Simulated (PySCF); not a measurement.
# YbCl at UHF-MP2

Computed with UHF-MP2; basis Yb x2c-SVPall, Cl x2c-SVPall; spin-free X2C with a Gaussian nucleus; PySCF 2.14.

```
state                          : doublet, about 14.0 electrons in the 4f shell (Mulliken)
bond length                    : 2.445 Å
harmonic wavenumber            : 319 cm⁻¹
force constant                 : 1.75 mdyn/Å
rotational constant Be         : 0.09682 cm⁻¹
anharmonicity ωexe             : 0.885 cm⁻¹
vibration–rotation constant αe : 0.000383 cm⁻¹
```

Correlated steps freeze 23 core orbitals. Spin–orbit coupling is left out, which matters for elements this heavy, above all for dissociation energies. With d or f electrons several states lie close, and the lowest PBE0 determinant need not be the measured ground state.
